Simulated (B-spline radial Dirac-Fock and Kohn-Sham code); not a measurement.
**Satellites and hypersatellites of the K lines of La³⁺**

System: La³⁺ in the configuration [Kr] 4d10 5s2 5p6, inside a Watson sphere of charge -3 and radius 1.6 Å (a model of the Madelung potential; inside it an electron's potential energy is raised by 27.0 eV).

Level of theory: multi-electron Dirac-Fock with separately optimised hole states, Breit and Lamb-shift corrections added in first order; an atomic code on a B-spline grid. Each two-hole energy is an average over J within one jj subconfiguration, not an observable level; in light atoms, where LS coupling holds, the j-resolved values are not observed lines, and for a K spectator the Kα1 hypersatellite is nearly forbidden. Correlation energy is missing from these numbers.

Lines without a spectator: Kα2 (K-L2) 33031.3 eV, Kα1 (K-L3) 33439.3 eV, Kβ3 (K-M2) 37714.6 eV, Kβ1 (K-M3) 37795.7 eV. Shifts in eV with one spectator hole (a dash: not computed, or left out as unreliable):

```tsv
spectator hole	Kα2	Kα1	Kβ3	Kβ1
L2 (2p1/2)	+78.2	+100.4	–	+206.9
L3 (2p3/2)	+71.5	+73.3	+175.8	–
M2 (3p1/2)	–	+12.67	+27.68	+33.4
M3 (3p3/2)	+8.51	–	+26.97	+26.60
M4 (3d3/2)	+1.83	-1.27	–	–
M5 (3d5/2)	-2.02	+0.44	–	–
```

**Question.** Where does the K-L3 hypersatellite lie, emitted when both K electrons are missing?

**Answer.** +709.9 eV from the normal line, at 34149.1 eV. Removing both K electrons costs 78828.5 eV, which is 958.9 eV more than twice the K binding energy.

With n spectator holes in 2p, averaged over the 2p shell (energies in eV):

```tsv
n	KαLⁿ	step	hypersatellite KαʰLⁿ
0	33303.3	–	34003.5
1	33383.6	+80.4	34085.4
2	33465.4	+81.7	34168.8
3	33548.5	+83.1	34253.5
4	33632.9	+84.5	34339.6
5	33718.8	+85.9	34427.1
```
